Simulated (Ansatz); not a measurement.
Ideal-gas functions of FH$_{3}$OS$_{2}$Si (`O[Si](F)(S)S`) at 500 K and 1 bar, from an Ansatz frequency run at PBE0-D4/def2-TZVP.

Molar mass 130.24 g/mol, point group C1 (symmetry number 1), electronic degeneracy 1, moments of inertia 176.192, 265.35, 316.652 u Å². Harmonic wavenumbers (cm⁻¹, unscaled): 126, 146, 199, 243, 256, 268, 291, 340, 477, 592, 736, 753, 825, 905, 961, 2703, 2712, 3898.

Use S(trans) = R[1.5 ln M + 2.5 ln T − 1.1517]; rotational temperatures θ = 24.2544 K / I; S(rot) = R[ln(√π/σ · √(T³/θAθBθC)) + 1.5]; for each mode x = 1.438777 ν̃/T, S = R[x/(eˣ − 1) − ln(1 − e⁻ˣ)] and H = RT x/(eˣ − 1); 1 cm⁻¹ = 0.0119627 kJ/mol; R = 8.31446 J/(mol·K).

**Question.** By hand: the entropy, in J/(mol·K).

**Answer.** Translation 180.3. Rotation: θ = 0.1377, 0.0914, 0.0766 K, giving 123.6. Vibration, mode by mode: 16.80, 15.59, 13.06, 11.46, 11.04, 10.68, 10.03, 8.82, 6.30, 4.82, 3.47, 3.34, 2.84, 2.37, 2.09, 0.03, 0.03, 0.00, in all 122.8. Electronic 0.0. Sum 426.7 J/(mol·K).

**Question.** By hand: H − E and G − E in kJ/mol, counted from the electronic energy.

**Answer.** Zero-point energy ½ × 16431 × 0.0119627 = 98.3; thermal vibration 32.0; translation, rotation and pV give 4 RT = 16.6. H − E = 146.9 kJ/mol, and G − E = 146.9 − 500 × 426.7/1000 = -66.4 kJ/mol.

Vibration gives 29 % of the entropy, 32.4 J/(mol·K) of it from the modes under 150 cm⁻¹: soft modes count most, and the harmonic formula is weakest for them. The sum counts one conformer and one mirror image; others add a mixing term.
